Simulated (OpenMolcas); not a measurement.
## What dynamic correlation does to the levels of Kr4+

- Program: OpenMolcas 26.06
- Basis: ANO-RCC-VTZP [6s5p3d1f]
- Scalar Hamiltonian: DKH2, point nucleus
- Active space: 2 electrons in 3 orbitals (4p)
- State averaging: 2S+1 = 3 even, 3 roots; 2S+1 = 1 even, 6 roots
- Spin-orbit coupling: state interaction with AMFI integrals over the reference wave functions, term energies averaged over their components

Methods on the same reference wave functions:
A. CASSCF
B. SS-CASPT2, IPEA 0.25 Eh, imaginary shift 0.1 Eh (closed shells correlated: 3d 4s)
C. XMS-CASPT2, IPEA 0.25 Eh, imaginary shift 0.1 Eh (closed shells correlated: 3d 4s)

Energies in eV above 4s2 4p2 3P0, the measured ground level; measured values from Saloman, J. Phys. Chem. Ref. Data 36, 215 (2007).

```tsv
Level	A	B	C	Measured
4s2 4p2 3P0	0.0000	0.0000	0.0000	0.0000
4s2 4p2 3P1	0.3981	0.416	0.415	0.4641
4s2 4p2 3P2	0.8748	0.873	0.871	0.9417
4s2 4p2 1D2	2.7227	2.423	2.410	2.4453
4s2 4p2 1S0	5.6575	4.929	4.972	4.8607
```

Deviations, from unrounded energies. A percentage is the sum of absolute deviations over the sum of measured energies, with the sign that they share, or ± where signs differ.

| Against measurement | Levels | A | B | C |
| --- | --- | --- | --- | --- |
| mean absolute deviation (cm-1) | 4 | 2400 | 420 | 540 |
| fine structure of the ground term (%) | 2 | -9.5 | -8.3 | -8.6 |
| other terms of the ground configuration (%) | 2 | +14.7 | ±1.2 | ±2.0 |

B lies closest to measurement on these levels and A furthest from it. The largest miss of B in the table is 4s2 4p2 3P2, by -560 cm-1. The ranking rests on the paired levels alone, and a cruder setting can come out closer through cancelling errors.

Between B and C the level of the table that moves most is 4s2 4p2 1S0, by 350 cm-1 (lowest in B, highest in C). Moves below CASPT2's spread within the term are not significant.

The mean deviations of B to C differ by less than CASPT2's widest spread within a term (290 cm-1), so their order carries little weight.

From A to B the spin-free energies of the other terms of 4s2 4p2 shown, above 3P, scale by factors of 0.83 to 0.84.

The lowest spin-free term lies below A's lowest term by 0.118 hartree in B, 0.123 hartree in C.

Term energies are means over components that CASPT2 splits; among the terms shown or strongly mixed into the levels shown the widest spread is 290 cm-1 (4s2 4p2 1D, C). With the s shell closed, the reference lacks s² → p² mixing. Computed and measured levels are paired by configuration, term and J; levels that our copy of the source lacks, or whose pairing is in doubt (as where it misses far off the trend of its configuration), stay unpaired and out of the deviations. Only configurations of the active space appear.
